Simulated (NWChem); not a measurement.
Everything below was run with NWChem. System: CCl$_{2}$, charge 0, spin multiplicity 1, at a geometry optimised with PBE0/def2-SVP. The structure started from a generated list of species. Level: TD-LDA (SVWN5)/aug-cc-pVDZ.

The NWChem input:

```
start mol
memory heap 200 mb stack 900 mb global 1100 mb
geometry units angstroms nocenter noautoz
  Cl     1.402247     0.000000     0.149120
  C      0.000000     0.000000    -0.845015
  Cl    -1.402247     0.000000     0.149120
  symmetry group C2v
end
basis spherical
  * library aug-cc-pvdz
end
dft
  xc slater vwn_5
  semidirect memsize 60000000 filesize 0
  iterations 100
end
tddft
  rpa
  nroots 6
  notriplet
  thresh 1e-4
end
task tddft energy
```

NWChem printed:

```
             Northwest Computational Chemistry Package (NWChem) 7.3.0
             --------------------------------------------------------

                                NWChem Input Module
                                -------------------

 Scaling coordinates for geometry "geometry" by  1.889725989
 (inverse scale =  0.529177249)

 Turning off AUTOSYM since
 SYMMETRY directive was detected!

                             Geometry "geometry" -> ""
                             -------------------------

 Output coordinates in angstroms (scale by  1.889725989 to convert to a.u.)

  No.       Tag          Charge          X              Y              Z
 ---- ---------------- ---------- -------------- -------------- --------------
    1 Cl                  17.0000     1.40224700     0.00000000     0.14912000
    2 C                    6.0000     0.00000000     0.00000000    -0.84501500
    3 Cl                  17.0000    -1.40224700     0.00000000     0.14912000

 Effective nuclear repulsion energy (a.u.)     117.3343488477

            Nuclear Dipole moment (a.u.)
            ----------------------------
        X                 Y               Z
 ---------------- ---------------- ----------------
     0.0000000000     0.0000000000    -0.0000188973

      Symmetry information
      --------------------

 Group name             C2v
 Group number             16
 Group order               4
 No. of unique centers     2

      Symmetry unique atoms

     1    2


 Summary of "ao basis" -> "" (spherical)
 ------------------------------------------------------------------------------
       Tag                 Description            Shells   Functions and Types
 ---------------- ------------------------------  ------  ---------------------
 *                        aug-cc-pvdz                 on all atoms

                                 NWChem DFT Module
                                 -----------------

 Summary of "ao basis" -> "ao basis" (spherical)
 ------------------------------------------------------------------------------
       Tag                 Description            Shells   Functions and Types
 ---------------- ------------------------------  ------  ---------------------
 Cl                       aug-cc-pvdz               11       27   5s4p2d
 C                        aug-cc-pvdz                9       23   4s3p2d

 Summary of "ao basis" -> "ao basis" (spherical)
 ------------------------------------------------------------------------------
       Tag                 Description            Shells   Functions and Types
 ---------------- ------------------------------  ------  ---------------------
 Cl                       aug-cc-pvdz               11       27   5s4p2d
 C                        aug-cc-pvdz                9       23   4s3p2d

      Symmetry analysis of basis
      --------------------------

        a1         30
        a2         10
        b1         24
        b2         13

            General Information
            -------------------
          SCF calculation type: DFT
          Wavefunction type:  closed shell.
          No. of atoms     :     3
          No. of electrons :    40
           Alpha electrons :    20
            Beta electrons :    20
          Charge           :     0
          Spin multiplicity:     1
          Use of symmetry is: off; symmetry adaption is: on
          Maximum number of iterations: 100
          AO basis - number of functions:    77
                     number of shells:    31
          Convergence on energy requested:  1.00D-06
          Convergence on density requested:  1.00D-05
          Convergence on gradient requested:  5.00D-04

              XC Information
              --------------
                        Slater Exchange Functional  1.000 local
                      VWN V Correlation Functional  1.000 local

             Grid Information
             ----------------
          Grid used for XC integration:  medium
          Radial quadrature: Mura-Knowles
          Angular quadrature: Lebedev.
          Tag              B.-S. Rad. Rad. Pts. Rad. Cut. Ang. Pts.
          ---              ---------- --------- --------- ---------
          Cl                  1.00       88          12.0       590
          C                   0.70       49          11.0       434
          Grid pruning is: on
          Number of quadrature shells:   225
          Spatial weights used:  Erf1

          Convergence Information
          -----------------------
          Convergence aids based upon iterative change in
          total energy or number of iterations.
          Levelshifting, if invoked, occurs when the
          HOMO/LUMO gap drops below (HL_TOL):  1.00D-02
          DIIS, if invoked, will attempt to extrapolate
          using up to (NFOCK): 10 stored Fock matrices.

                    Damping( 0%)  Levelshifting(0.5)       DIIS
                  --------------- ------------------- ---------------
          dE  on:    start            ASAP                start
          dE off:    2 iters        100 iters           100 iters

      Screening Tolerance Information
      -------------------------------
          Density screening/tol_rho:  1.00D-10
          AO Gaussian exp screening on grid/accAOfunc:  14
          CD Gaussian exp screening on grid/accCDfunc:  20
          XC Gaussian exp screening on grid/accXCfunc:  20
          Schwarz screening/accCoul:  1.00D-08

      Superposition of Atomic Density Guess
      -------------------------------------

 Sum of atomic energies:        -956.61923445

      Non-variational initial energy
[...]
     2   0 0 2    -25.023119    -21.511271    -21.511271     17.999423

                                NWChem TDDFT Module
                                -------------------

            General Information
            -------------------
           No. of orbitals :     154
            Alpha orbitals :      77
             Beta orbitals :      77
        Alpha frozen cores :       0
         Beta frozen cores :       0
     Alpha frozen virtuals :       0
      Beta frozen virtuals :       0
         Spin multiplicity :       1
    Number of AO functions :      77
        Use of symmetry is : off
      Symmetry adaption is : on
         Schwarz screening :  0.10D-07

              XC Information
              --------------
                 Slater Exchange Functional   1.00 local
               VWN V Correlation Functional   1.00 local

             TDDFT Information
             -----------------
          Calculation type : TDDFT
         Wavefunction type : Restricted singlets
          No. of electrons :      40
           Alpha electrons :      20
            Beta electrons :      20
              No. of roots :       6
          Max subspacesize :    5200
            Max iterations :     100
               Target root :       1
           Target symmetry : none
      Symmetry restriction : off
                 Algorithm : Optimal
        Davidson threshold :  0.10D-03

            Memory Information
            ------------------
          Available GA space size is         144173271 doubles
          Available MA space size is          50654868 doubles
          Length of a trial vector is         1140
          Algorithm : Incore multiple tensor contraction
          Estimated peak GA usage is          24033988 doubles
          Estimated peak MA usage is             25800 doubles

    6 smallest eigenvalue differences (eV)
--------------------------------------------------------
  No. Spin  Occ  Vir  Irrep   E(Occ)    E(Vir)   E(Diff)
--------------------------------------------------------
    1    1   20   21 b2       -0.234    -0.170     1.732
    2    1   19   21 a2       -0.303    -0.170     3.612
    3    1   18   21 b1       -0.331    -0.170     4.374
    4    1   20   22 a1       -0.234    -0.050     4.999
    5    1   17   21 b2       -0.383    -0.170     5.792
    6    1   16   21 a1       -0.392    -0.170     6.050
--------------------------------------------------------

  Entering Davidson iterations
  Restricted singlet excited states

  Iter   NTrls   NConv    DeltaV     DeltaE      Time
  ----  ------  ------  ---------  ---------  ---------
    1      6       0     0.41E+00   0.10+100        2.7
    2     12       0     0.25E+00   0.68E-01        2.6
    3     24       0     0.45E-01   0.28E-01        3.0
    4     36       0     0.84E-01   0.31E-02        3.0
    5     48       2     0.11E-01   0.36E-02        3.1
    6     56       2     0.53E-02   0.73E-04        2.8
    7     64       3     0.21E-02   0.16E-04        2.8
    8     70       5     0.82E-03   0.19E-05        2.7
    9     72       5     0.31E-03   0.22E-06        2.4
   10     74       5     0.13E-03   0.19E-07        2.4
   11     76       6     0.96E-04   0.30E-08        2.4
  ----  ------  ------  ---------  ---------  ---------
  Convergence criterion met

  Ground state a1       -955.099818522642 a.u.

  ----------------------------------------------------------------------------
  Root   1 singlet b2             0.086704572 a.u.                2.3594 eV
  ----------------------------------------------------------------------------
     Transition Moments    X  0.00000   Y  0.15874   Z  0.00000
     Transition Moments   XX  0.00000  XY  0.00000  XZ -0.00000
     Transition Moments   YY -0.00000  YZ -1.39906  ZZ -0.00000
     Dipole Oscillator Strength                    0.0014566016
     Electric Quadrupole                           0.0000000068
     Magnetic Dipole                               0.0000019547
     Total Oscillator Strength                     0.0014585632

          sigma_e =   1.5552 Angstrom
          sigma_h =   1.6758 Angstrom
         |d_h->e| =   0.0178 Angstrom
            d_exc =   2.2922 Angstrom
            d_CD1 =   0.1385 Angstrom
            d_CD2 =  -1.5977 Angstrom
            d_CD3 =   2.3101 Angstrom
     Pearson C.C. =  -0.0052

     Occ.   17  a1  ---  Virt.   21  b2  -0.07350 X
     Occ.   20  a1  ---  Virt.   21  b2  -1.00834 X
     Occ.   20  a1  ---  Virt.   21  b2   0.15475 Y
  ----------------------------------------------------------------------------
  Root   2 singlet a2             0.137226005 a.u.                3.7341 eV
  ----------------------------------------------------------------------------
     Transition Moments    X  0.00000   Y  0.00000   Z  0.00000
     Transition Moments   XX -0.00000  XY -0.41861  XZ  0.00000
     Transition Moments   YY  0.00000  YZ -0.00000  ZZ -0.00000
     Dipole Oscillator Strength                    0.0000000000
     Electric Quadrupole                           0.0000000024
     Magnetic Dipole                               0.0000004714
     Total Oscillator Strength                     0.0000004738

          sigma_e =   1.5144 Angstrom
          sigma_h =   1.8047 Angstrom
         |d_h->e| =   0.5694 Angstrom
            d_exc =   2.4255 Angstrom
            d_CD1 =   0.8597 Angstrom
            d_CD2 =  -1.0902 Angstrom
            d_CD3 =   2.9948 Angstrom
     Pearson C.C. =  -0.0015

     Occ.   19  b1  ---  Virt.   21  b2  -0.99998 X
  ----------------------------------------------------------------------------
  Root   3 singlet b1             0.193368383 a.u.                5.2618 eV
  ----------------------------------------------------------------------------
     Transition Moments    X  0.67822   Y -0.00000   Z  0.00000
     Transition Moments   XX  0.00000  XY  0.00000  XZ  0.43215
     Transition Moments   YY -0.00000  YZ  0.00000  ZZ -0.00000
     Dipole Oscillator Strength                    0.0592981436
     Electric Quadrupole                           0.0000000072
     Magnetic Dipole                               0.0000000360
     Total Oscillator Strength                     0.0592981869

          sigma_e =   1.6713 Angstrom
          sigma_h =   1.7588 Angstrom
         |d_h->e| =   0.4543 Angstrom
            d_exc =   2.4947 Angstrom
            d_CD1 =   0.5418 Angstrom
            d_CD2 =  -1.2608 Angstrom
            d_CD3 =   2.9490 Angstrom
     Pearson C.C. =  -0.0222

     Occ.   15  b1  ---  Virt.   22  a1  -0.06815 X
     Occ.   18  a2  ---  Virt.   21  b2   0.94338 X
     Occ.   18  a2  ---  Virt.   21  b2  -0.08689 Y
     Occ.   19  b1  ---  Virt.   22  a1   0.16598 X
     Occ.   20  a1  ---  Virt.   23  b1  -0.27306 X
  ----------------------------------------------------------------------------
  Root   4 singlet a1             0.194700672 a.u.                5.2981 eV
  ----------------------------------------------------------------------------
     Transition Moments    X  0.00000   Y -0.00000   Z -0.45209
     Transition Moments   XX -1.94137  XY  0.00000  XZ  0.00000
     Transition Moments   YY  0.19970  YZ  0.00000  ZZ  1.60970
     Dipole Oscillator Strength                    0.0265295367
     Electric Quadrupole                           0.0000001257
     Magnetic Dipole                               0.0000000000
     Total Oscillator Strength                     0.0265296623

          sigma_e =   2.1447 Angstrom
          sigma_h =   1.5859 Angstrom
         |d_h->e| =   0.5072 Angstrom
            d_exc =   2.7344 Angstrom
            d_CD1 =   1.0660 Angstrom
            d_CD2 =  -1.3581 Angstrom
            d_CD3 =   3.2417 Angstrom
     Pearson C.C. =  -0.0155

     Occ.   16  b2  ---  Virt.   21  b2   0.15552 X
     Occ.   20  a1  ---  Virt.   22  a1   0.98405 X
  ----------------------------------------------------------------------------
  Root   5 singlet b2             0.222777021 a.u.                6.0621 eV
  ----------------------------------------------------------------------------
     Transition Moments    X  0.00000   Y  0.13167   Z  0.00000
     Transition Moments   XX -0.00000  XY  0.00000  XZ -0.00000
     Transition Moments   YY -0.00000  YZ -0.36737  ZZ -0.00000
     Dipole Oscillator Strength                    0.0025747968
     Electric Quadrupole                           0.0000000079
     Magnetic Dipole                               0.0000001511
     Total Oscillator Strength                     0.0025749559

          sigma_e =   1.5245 Angstrom
          sigma_h =   1.6322 Angstrom
         |d_h->e| =   0.2785 Angstrom
            d_exc =   2.2667 Angstrom
            d_CD1 =   0.3862 Angstrom
            d_CD2 =  -1.2999 Angstrom
            d_CD3 =   2.5452 Angstrom
     Pearson C.C. =  -0.0144

     Occ.   14  a1  ---  Virt.   21  b2   0.05233 X
     Occ.   17  a1  ---  Virt.   21  b2   0.99582 X
     Occ.   20  a1  ---  Virt.   21  b2  -0.07612 X
  ----------------------------------------------------------------------------
  Root   6 singlet a1             0.240217451 a.u.                6.5367 eV
  ----------------------------------------------------------------------------
     Transition Moments    X  0.00000   Y -0.00000   Z  0.32776
     Transition Moments   XX -0.27310  XY -0.00000  XZ  0.00000
     Transition Moments   YY  1.20184  YZ  0.00000  ZZ  1.56839
     Dipole Oscillator Strength                    0.0172035710
     Electric Quadrupole                           0.0000000701
     Magnetic Dipole                               0.0000000000
     Total Oscillator Strength                     0.0172036412

          sigma_e =   3.2078 Angstrom
          sigma_h =   1.5843 Angstrom
         |d_h->e| =   1.3435 Angstrom
            d_exc =   3.8272 Angstrom
            d_CD1 =   2.9670 Angstrom
            d_CD2 =  -1.0526 Angstrom
            d_CD3 =   5.1707 Angstrom
     Pearson C.C. =  -0.0042

     Occ.   16  b2  ---  Virt.   21  b2  -0.16470 X
     Occ.   20  a1  ---  Virt.   24  a1  -0.98392 X

              Target root =      1
          Target symmetry = none
      Ground state energy =   -955.099818522642
        Excitation energy =      0.086704571581
     Excited state energy =   -955.013113951061

  stored tddft:energy   -955.01311395106109

 Task  times  cpu:       35.8s     wall:       35.8s

 Total times  cpu:       35.8s     wall:       35.8s
```
